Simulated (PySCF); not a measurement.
Compound: C3H9BrOSi.
Atom-mapped SMILES: `[CH3:1][C:2]([CH3:3])([Br:4])[SiH2:5][OH:6]` (hydrogens: H7, H8, H9 on C1; H10, H11, H12 on C3; H13, H14 on Si5; H15 on O6)

Computed by this run: PySCF, PBE0-D3(BJ)/def2-SVP geometry optimisation, gas phase; density fitting, grid level 1; the optimiser is geomeTRIC in internal coordinates, started from a GFN2-xTB structure.

Step 0: E = -83198.0962 eV
```
atom  x, y, z in Å  |  force x, y, z in eV/Å
C1      0.6498   -1.1809   -1.3057   -0.225   0.050   0.354
C2     -0.1782   -0.1942   -0.5074    0.139   0.088   0.016
C3     -0.1517    1.1820   -1.1376   -0.160  -0.255   0.331
Br4     0.6950   -0.0259    1.3002   -0.216  -0.096  -0.105
Si5    -1.9498   -0.8334   -0.1189    1.083   0.729  -0.150
O6     -1.8676   -2.2317    0.6881   -0.102  -1.462   0.528
H7      0.6720   -2.1576   -0.8252    0.007  -0.365   0.118
H8      1.6762   -0.8326   -1.4278    0.330   0.138  -0.041
H9      0.2074   -1.2986   -2.2945   -0.181  -0.060  -0.433
H10    -0.6815    1.9074   -0.5230   -0.183   0.326   0.177
H11    -0.6419    1.1362   -2.1096   -0.192   0.008  -0.458
H12     0.8705    1.5333   -1.2833    0.341   0.116  -0.062
H13    -2.6129    0.2153    0.6522   -0.403   0.523   0.158
H14    -2.6093   -1.2142   -1.3577   -0.414   0.105  -0.667
H15    -1.3468   -2.3271    1.4839    0.177   0.155   0.234
```

Step 1: E = -83198.2118 eV
```
atom  x, y, z in Å  |  force x, y, z in eV/Å
C1      0.6533   -1.1993   -1.3131    0.034  -0.044  -0.084
C2     -0.1656   -0.2047   -0.5140   -0.012  -0.040   0.034
C3     -0.1687    1.1801   -1.1268   -0.015   0.064  -0.076
Br4     0.6536   -0.0696    1.2996    0.074   0.010   0.131
Si5    -1.9095   -0.8522   -0.1076   -0.078   0.150  -0.103
O6     -1.8274   -2.2863    0.7286   -0.037   0.015  -0.080
H7      0.6560   -2.1957   -0.8481   -0.013   0.011   0.013
H8      1.6968   -0.8605   -1.4222   -0.029  -0.013   0.000
H9      0.2198   -1.2994   -2.3239    0.005   0.012   0.035
H10    -0.7266    1.9047   -0.5156    0.002  -0.015   0.004
H11    -0.6419    1.1379   -2.1243    0.013  -0.010   0.035
H12     0.8584    1.5597   -1.2584   -0.033  -0.014   0.003
H13    -2.6455    0.2279    0.6183    0.056  -0.025   0.066
H14    -2.6180   -1.1122   -1.3959    0.013  -0.145   0.038
H15    -1.3034   -2.2524    1.5371    0.019   0.042  -0.016
```

**Question.** Estimate the geometry and energy of step 2. (The exact step hangs on the optimiser's Hessian estimate; all steps are aligned on step 1, rigid shifts and turns removed.)

**Answer.** E = -83198.2181 eV, largest force 0.111 eV/Å
```
atom  x, y, z in Å  |  force x, y, z in eV/Å
C1      0.6510   -1.2016   -1.3112    0.012  -0.009   0.006
C2     -0.1641   -0.2027   -0.5112    0.015  -0.002   0.021
C3     -0.1678    1.1826   -1.1258    0.013   0.016   0.008
Br4     0.6579   -0.0693    1.3130   -0.014  -0.004  -0.037
Si5    -1.9120   -0.8455   -0.1158   -0.059   0.081  -0.048
O6     -1.8239   -2.2794    0.7159   -0.019  -0.051   0.001
H7      0.6459   -2.1969   -0.8444   -0.007   0.003   0.003
H8      1.6958   -0.8698   -1.4205   -0.004  -0.002  -0.001
H9      0.2160   -1.2980   -2.3206   -0.007   0.005   0.005
H10    -0.7270    1.9053   -0.5141    0.000  -0.003   0.002
H11    -0.6408    1.1377   -2.1220   -0.002  -0.010   0.003
H12     0.8579    1.5631   -1.2573   -0.003   0.003  -0.004
H13    -2.6419    0.2283    0.6238    0.029   0.002   0.023
H14    -2.6249   -1.1377   -1.3940    0.024  -0.042   0.008
H15    -1.2909   -2.2382    1.5181    0.022   0.015   0.009
```

The energy changes by -0.0063 eV. The first-order estimate −F·Δx gives -0.0109 eV and the mean of the old and new forces, exact on a quadratic surface, -0.0064 eV. The step makes an angle of 51° with the force vector and moves no atom by more than 0.027 Å.

The cost below is that of the whole optimisation. The run took 65 s of wall time on one thread of an Arm Neoverse N1, no GPU, shared host, and the process peaked at 0.64 GiB of memory.
